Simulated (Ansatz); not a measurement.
Basis-set extrapolation for hexafluoro-1,3-butadiene (PBE0-D4/def2-TZVP geometry, frozen core, Ansatz). Multiplicity 1, RHF reference.

```json
{"": "HF", "def2-TZVPP": "-748.321218", "def2-QZVPP": "-748.353176"}
{"": "MP2 correlation", "def2-TZVPP": "-2.078110", "def2-QZVPP": "-2.262224"}
{"": "CCSD(T) correlation", "def2-TZVPP": "-2.163856", "def2-QZVPP": "not run"}
```

Energies in hartree. Use E(X) = E(∞) + A·exp(−7.88·√X) for Hartree–Fock and E(X) = E(∞) + B·X^(−2.97) for correlation, with X = 3 and 4, and add CCSD(T) minus MP2 of the smaller set to the MP2 limit.

Question: What is the CCSD(T) energy at the basis-set limit?

Answer: HF limit: -748.353176 + (-0.031958) × 0.13774 = -748.35758. MP2 limit: -2.262224 + (-0.184114) × 0.74074 = -2.39860. Higher-order term: -2.163856 − (-2.078110) = -0.08575. Total: -750.84193 hartree, 936.9 kJ/mol below CCSD(T)/def2-TZVPP.
